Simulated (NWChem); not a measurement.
**Atomisation of C$_{4}$H$_{5}$Cl**

```xyz
10

C     -2.7361    -0.0117     0.6925
C     -1.7363    -0.3016    -0.3960
C     -0.4471    -0.4810    -0.2244
C      0.8350    -0.6726    -0.0512
Cl     2.0223     0.6251    -0.1024
H     -2.2575     0.0477     1.6800
H     -3.2547     0.9422     0.4958
H     -3.5121    -0.7957     0.7245
H     -2.1303    -0.3669    -1.4212
H      1.2829    -1.6523     0.1372
```
Charge 0, spin multiplicity 1.

The numbers come from NWChem runs, not from measurements. The geometry was optimised at B3LYP/def2-SVP, a minimum by its harmonic frequencies.

Basis set: def2-TZVP. The atomisation energy is electronic alone: no zero-point, thermal, spin-orbit or counterpoise terms. No value is extrapolated to the basis-set limit. Free atoms are single determinants with multiplicities C 3, Cl 2, H 2. Correlated methods freeze the same cores in atoms and molecule, 9 orbitals in all.

Costs are rough ratios of processor time within this set of runs, SCF included, with PBE0 as 1. Costs are the molecule's.

B3LYP has NWChem's definition, with VWN1-RPA local correlation. The structure started from a generated list of species. The stability of the SCF solutions was not checked. Open-shell Hartree-Fock references start from PBE0 orbitals; any time given for them includes that run.

| method | atomisation energy (kcal/mol) | relative cost |
|---|---|---|
| PBE0 | 985.9 | 1 |
| BHandHLYP | 939.4 | under 3 |
| BLYP | ___ | under 3 |
| B3LYP | ___ | under 3 |
| PBE | 1007.3 | under 3 |
| r2SCAN | 981.6 | under 3 |
| HF | 713.1 | under 3 |
| MP2 | ___ | under 3 |

Question: Fill in the missing entries.

Answer: 
- BLYP, atomisation energy (kcal/mol): 970.5
- B3LYP, atomisation energy (kcal/mol): 970.9
- MP2, atomisation energy (kcal/mol): 961.6
